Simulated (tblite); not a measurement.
CH10Ge2SSi.
Geometry (GFN2-xTB, Å), atoms numbered from 1 in this order:
```
atom  x, y, z in Å
C1    -2.547   -0.431    0.411
Ge2   -1.531    0.940   -0.578
S3    -0.318    0.065   -2.206
Ge4    1.279   -0.966   -1.032
Si5    2.755    0.453    0.139
H6    -3.151    0.030    1.186
H7    -3.204   -0.966   -0.271
H8    -1.878   -1.152    0.875
H9    -0.654    1.743    0.367
H10   -2.440    1.924   -1.272
H11    1.911   -1.814   -2.122
H12    0.581   -2.030   -0.184
H13    3.379   -0.321    1.212
H14    3.779    0.948   -0.778
H15    2.033    1.584    0.725
```

Method: GFN2-xTB as coded in tblite; computed harmonic values from a numerical Hessian at the method's own geometry, unscaled. Errors from tens to a few hundred cm⁻¹ against measured bands are possible. Modes of hydrogen on germanium and silicon can be 10 to 20 % off. One conformer, not necessarily the lowest. The optimisation stopped once no atom felt more than 0.01 eV/Å.

Lowest wavenumbers of the output (negative numbers stand for imaginary wavenumbers):
```
mode    cm-1
  1     -35.2
  2       7.9
  3      57.1
  4      75.9
  5      98.3
  6     114.6
  7     143.2
  8     289.1
  9     325.9
 10     364.7
```

Is this structure a minimum?

Not by this Hessian. 1 mode is imaginary beyond 20i (35i cm⁻¹), so at this level the point lies at or near a first-order saddle. The curvature is small, so loose convergence or finite differences may be the whole cause.

Which atoms move in the imaginary mode?

35i: H15 (Si–H hydrogen) 33 %, H14 (Si–H hydrogen) 30 %, H13 (Si–H hydrogen) 29 %. These are shares of the mass-weighted motion.

What is the remedy?

Step along that mode in both directions, optimise again with tighter thresholds and repeat the frequencies. The zero-point energy of this point (56.2 kcal/mol) counts the 38 real modes alone, and thermal corrections from it aren't those of a minimum.

Time: 1.1 s of wall time. Hardware: Arm Neoverse N1, one thread, no GPU, shared host with 64 logical CPUs at a one-minute load of 61. The figure is for the frequency step alone.
